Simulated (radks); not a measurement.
Ionisation ladder of rhodium, from Rh to Rh21+. Each ion is in the ground configuration listed by NIST, and IE = E(next ion) - E(this ion). All-electron calculation, scalar-relativistic Kohn-Sham, PBE, spin-unpolarised, spherical densities, point nucleus. Program: a radial shooting solver on a logarithmic mesh with Libxc functionals.

[
 {"species": "Rh", "configuration": "[Kr] 4d8 5s1", "IE, Delta-SCF (eV)": "7.461", "-e(HOMO) (eV)": "4.300", "HOMO": "5s", "IE, NIST (eV)": "7.459", "kind": "exp.", "error (eV)": "+0.002"},
 {"species": "Rh+", "configuration": "[Kr] 4d8", "IE, Delta-SCF (eV)": "19.511", "-e(HOMO) (eV)": "13.583", "HOMO": "4d", "IE, NIST (eV)": "18.080", "kind": "semi-emp.", "error (eV)": "+1.431"},
 {"species": "Rh2+", "configuration": "[Kr] 4d7", "IE, Delta-SCF (eV)": "32.505", "-e(HOMO) (eV)": "25.742", "HOMO": "4d", "IE, NIST (eV)": "31.060", "kind": "semi-emp.", "error (eV)": "+1.445"},
 {"species": "Rh3+", "configuration": "[Kr] 4d6", "IE, Delta-SCF (eV)": "46.946", "-e(HOMO) (eV)": "39.511", "HOMO": "4d", "IE, NIST (eV)": "42", "kind": "theory", "error (eV)": "+4.946"},
 {"species": "Rh4+", "configuration": "[Kr] 4d5", "IE, Delta-SCF (eV)": "62.600", "-e(HOMO) (eV)": "54.592", "HOMO": "4d", "IE, NIST (eV)": "63", "kind": "theory", "error (eV)": "-0.400"},
 {"species": "Rh5+", "configuration": "[Kr] 4d4", "IE, Delta-SCF (eV)": "79.314", "-e(HOMO) (eV)": "70.799", "HOMO": "4d", "IE, NIST (eV)": "80", "kind": "theory", "error (eV)": "-0.686"},
 {"species": "Rh6+", "configuration": "[Kr] 4d3", "IE, Delta-SCF (eV)": "96.979", "-e(HOMO) (eV)": "88.007", "HOMO": "4d", "IE, NIST (eV)": "97", "kind": "theory", "error (eV)": "-0.021"},
 {"species": "Rh7+", "configuration": "[Kr] 4d2", "IE, Delta-SCF (eV)": "115.52", "-e(HOMO) (eV)": "106.12", "HOMO": "4d", "IE, NIST (eV)": "115", "kind": "theory", "error (eV)": "+0.4"},
 {"species": "Rh8+", "configuration": "[Kr] 4d1", "IE, Delta-SCF (eV)": "134.87", "-e(HOMO) (eV)": "125.08", "HOMO": "4d", "IE, NIST (eV)": "135", "kind": "theory", "error (eV)": "-0.1"},
 {"species": "Rh9+", "configuration": "[Kr]", "IE, Delta-SCF (eV)": "209.30", "-e(HOMO) (eV)": "198.08", "HOMO": "4p", "IE, NIST (eV)": "207.51", "kind": "semi-emp.", "error (eV)": "+1.8"},
 {"species": "Rh10+", "configuration": "[Ar] 3d10 4s2 4p5", "IE, Delta-SCF (eV)": "232.20", "-e(HOMO) (eV)": "220.73", "HOMO": "4p", "IE, NIST (eV)": "228", "kind": "theory", "error (eV)": "+4.2"},
 {"species": "Rh11+", "configuration": "[Ar] 3d10 4s2 4p4", "IE, Delta-SCF (eV)": "255.57", "-e(HOMO) (eV)": "243.87", "HOMO": "4p", "IE, NIST (eV)": "252", "kind": "theory", "error (eV)": "+3.5"},
 {"species": "Rh12+", "configuration": "[Ar] 3d10 4s2 4p3", "IE, Delta-SCF (eV)": "279.37", "-e(HOMO) (eV)": "267.47", "HOMO": "4p", "IE, NIST (eV)": "277", "kind": "theory", "error (eV)": "+2.4"},
 {"species": "Rh13+", "configuration": "[Ar] 3d10 4s2 4p2", "IE, Delta-SCF (eV)": "303.55", "-e(HOMO) (eV)": "291.48", "HOMO": "4p", "IE, NIST (eV)": "306", "kind": "theory", "error (eV)": "-2.4"},
 {"species": "Rh14+", "configuration": "[Ar] 3d10 4s2 4p1", "IE, Delta-SCF (eV)": "328.06", "-e(HOMO) (eV)": "315.83", "HOMO": "4p", "IE, NIST (eV)": "331.6", "kind": "semi-emp.", "error (eV)": "-3.5"},
 {"species": "Rh15+", "configuration": "[Ar] 3d10 4s2", "IE, Delta-SCF (eV)": "391.81", "-e(HOMO) (eV)": "378.88", "HOMO": "4s", "IE, NIST (eV)": "389.3", "kind": "theory", "error (eV)": "+2.5"},
 {"species": "Rh16+", "configuration": "[Ar] 3d10 4s1", "IE, Delta-SCF (eV)": "418.18", "-e(HOMO) (eV)": "404.97", "HOMO": "4s", "IE, NIST (eV)": "416.0", "kind": "semi-emp.", "error (eV)": "+2.2"},
 {"species": "Rh17+", "configuration": "[Ar] 3d10", "IE, Delta-SCF (eV)": "741.33", "-e(HOMO) (eV)": "711.89", "HOMO": "3d", "IE, NIST (eV)": "739", "kind": "theory", "error (eV)": "+2.3"},
 {"species": "Rh18+", "configuration": "[Ar] 3d9", "IE, Delta-SCF (eV)": "801.69", "-e(HOMO) (eV)": "771.43", "HOMO": "3d", "IE, NIST (eV)": "794", "kind": "theory", "error (eV)": "+7.7"},
 {"species": "Rh19+", "configuration": "[Ar] 3d8", "IE, Delta-SCF (eV)": "863.67", "-e(HOMO) (eV)": "832.62", "HOMO": "3d", "IE, NIST (eV)": "857", "kind": "theory", "error (eV)": "+6.7"},
 {"species": "Rh20+", "configuration": "[Ar] 3d7", "IE, Delta-SCF (eV)": "927.25", "-e(HOMO) (eV)": "895.41", "HOMO": "3d", "IE, NIST (eV)": "921", "kind": "theory", "error (eV)": "+6.2"},
 {"species": "Rh21+", "configuration": "[Ar] 3d6", "IE, Delta-SCF (eV)": "992.40", "-e(HOMO) (eV)": "959.79", "HOMO": "3d", "IE, NIST (eV)": "984", "kind": "theory", "error (eV)": "+8.4"}
]

Reference values: NIST Atomic Spectra Database (exp. = measured, semi-emp. = semi-empirical, theory = theoretical value adopted there). The ionisation energy per charge of the ion left behind rises most, in proportion, at Rh17+ ([Ar] 3d10), from 24.599 to 41.185 eV. Against the entries that are not theoretical the mean signed error is +2.2 % and the largest +7.9 %. Spin polarisation and multiplet splitting are left out, so open shells lie too high by an amount that depends on their filling.

Beside tabulated values, note that spin-unpolarised runs miss the spin-polarisation part of the exchange energy of open shells.
